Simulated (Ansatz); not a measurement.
CH4Cd (SMILES [CH3][CdH]) moved off its minimum; all values from Ansatz (an electronic-structure program), cores frozen in correlated methods. Elements past Kr take the def2 small-core potentials, without spin–orbit coupling.
(charge 0, multiplicity 1)
```xyz
6

Cd    -0.21690    -0.24270    -0.00098
H     -1.66341    -0.85071    -0.39639
C      1.45751     0.63327     0.19832
H      2.27300     0.55473     1.14304
H      1.50457     1.92095     0.26415
H      2.28012     0.65197    -0.57618
```

Question: Give the forces (eV/Å), the total energy and the dipole at CCSD(T)/def2-TZVPPD.

Answer: 
| atom | Fx | Fy | Fz |
|---|---|---|---|
| Cd1 | -2.759 | -1.280 | -0.555 |
| H2 | -0.603 | -0.375 | 0.027 |
| C3 | 7.922 | 6.019 | 2.470 |
| H4 | -2.469 | -0.432 | -1.863 |
| H5 | -1.011 | -3.166 | -0.108 |
| H6 | -1.080 | -0.766 | 0.030 |
Energy -207.6498 hartree, dipole 0.50 D.
